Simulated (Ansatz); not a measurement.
`N#CC1=C(c2cccnc2)C2C=CC1C2` with charge +1, relaxed as a doublet with UKS r2SCAN-D4/def2-SVP in Ansatz, starting from the r2SCAN-D4/def2-SVP geometry of the neutral singlet. Force threshold 0.03 eV/Å.

Start:

Cartesian coordinates in Å:
```
N -2.8508 -2.1248 -0.8101
C -2.1611 -1.1806 -0.7669
C -1.3551 -0.0264 -0.7469
C -0.0872 0.1379 -0.2579
C 0.8055 -0.8189 0.3732
C 0.6348 -2.2162 0.2637
C 1.5292 -3.0587 0.9145
C 2.5737 -2.4928 1.6565
N 2.7550 -1.1745 1.7776
C 1.8983 -0.3713 1.1510
C 0.2166 1.6453 -0.4078
C -0.7298 2.3886 0.5475
C -1.9743 2.2196 0.0770
C -1.8610 1.3657 -1.1943
C -0.5213 1.9119 -1.7446
H -0.1839 -2.6314 -0.3293
H 1.4255 -4.1449 0.8453
H 3.2961 -3.1348 2.1765
H 2.0674 0.7049 1.2823
H 1.2785 1.9168 -0.3550
H -0.4177 2.8842 1.4689
H -2.9150 2.5462 0.5240
H -2.7347 1.3473 -1.8584
H -0.1250 1.3249 -2.5882
H -0.5636 2.9820 -1.9985
```

Q: Estimate the energy that the relaxation releases and the steps that it takes.

A: 4.4 kcal/mol, in 6 steps; 1.7 min on 4 threads of Arm Neoverse V1 on a shared host. No frequencies were taken in this run, so the end may be a saddle point.

Q: Does the start keep its bonding and symmetry?

A: By distances, no bond broke or formed. The bond that changes most is C3–C4, from 1.37 to 1.42 Å (atoms count from 1).

Q: Predict the relaxed structure.

A: 
Cartesian coordinates in Å:
```
N -2.857 -2.086 -0.730
C -2.167 -1.140 -0.726
C -1.363 0.005 -0.756
C -0.050 0.172 -0.251
C 0.810 -0.789 0.354
C 0.582 -2.194 0.310
C 1.455 -3.040 0.973
C 2.572 -2.481 1.623
N 2.762 -1.162 1.728
C 1.928 -0.340 1.128
C 0.246 1.664 -0.426
C -0.734 2.303 0.560
C -1.984 2.118 0.061
C -1.834 1.371 -1.263
C -0.486 1.932 -1.762
H -0.241 -2.611 -0.274
H 1.328 -4.124 0.934
H 3.354 -3.124 2.046
H 2.079 0.732 1.310
H 1.298 1.959 -0.350
H -0.458 2.742 1.522
H -2.938 2.359 0.537
H -2.700 1.355 -1.935
H -0.068 1.372 -2.613
H -0.535 3.006 -2.000
```
Bond lengths: 14 × C–C 1.36 to 1.55 Å; 3 × C–N 1.17 to 1.34 Å; 10 × C–H 1.09 to 1.10 Å.
